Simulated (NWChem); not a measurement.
System: GeH4; SMILES [GeH4]

Question: Give the equilibrium geometry at PBE0/def2-SVP (NWChem) as a list of bonds and angles, with the point group.

Answer: point group Td; any orientation.
Bond lengths (Å): Ge1–H2 1.537, Ge1–H3 1.537, Ge1–H4 1.537, Ge1–H5 1.537. Bond angles (°): H2–Ge1–H3 109.5, H2–Ge1–H4 109.5, H2–Ge1–H5 109.5, H3–Ge1–H4 109.5, H3–Ge1–H5 109.5, H4–Ge1–H5 109.5.
